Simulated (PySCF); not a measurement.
# Adding and removing an electron: IO

PBE; PySCF, scalar-relativistic core potentials, basis sets I aug-cc-pVDZ-PP with ECP28, O aug-cc-pVDZ. Neutral (UKS): doublet (π ↑), Re = 1.931 Å, ωe = 666 cm⁻¹, De = 3.03 eV, HOMO -5.88 eV, LUMO -5.70 eV.

IO⁺ (UKS): triplet (π ↑↑), Re = 1.863 Å, ωe = 769 cm⁻¹, De = 4.05 eV to I⁺ + O. The energies at the minima are -370.76507 hartree for IO and -370.41575 for IO⁺.

Question: Work out the adiabatic ionisation energy, without and with harmonic zero-point energies (1 hartree = 27.2114 eV, 1 eV = 8065.5 cm⁻¹), and the change of the bond length.

Answer: At PBE: 0.34932 hartree = 9.505 eV between the minima; the zero-point term (769.0 − 666.0)/2 cm⁻¹ = +0.006 eV makes it 9.512 eV. Re changes by -6.8 pm against the neutral. The electron leaves a π orbital, and the shorter bond of the ion fits an antibonding orbital, or a change in how ionic the bond is.

IO⁻ (UKS): singlet (closed shell), Re = 1.996 Å, ωe = 576 cm⁻¹, De = 2.05 eV to I⁻ + O. The energies at the minima are -370.76507 hartree for IO and -370.85030 for IO⁻.

Question: Work out the adiabatic electron affinity, without and with harmonic zero-point energies (1 hartree = 27.2114 eV, 1 eV = 8065.5 cm⁻¹), and the change of the bond length.

Answer: At PBE: 0.08523 hartree = 2.319 eV between the minima; the zero-point term (666.0 − 576.0)/2 cm⁻¹ = +0.006 eV makes it 2.325 eV. Re changes by +6.5 pm against the neutral. The electron enters a π orbital, and the longer bond of the ion fits an antibonding orbital, or a change in how ionic the bond is.

Spin–orbit coupling is left out, which matters for elements this heavy, above all for dissociation energies. For an ion De counts to the pair picked by the measured ionisation energies or electron affinities, which need not be the lowest pair at this level. The highest Kohn–Sham level is positive in this anion. Much of that is self-interaction error, but it also means that the finite basis helps to hold the extra electron. States were picked by a PBE0 search and need not be the measured ground states.
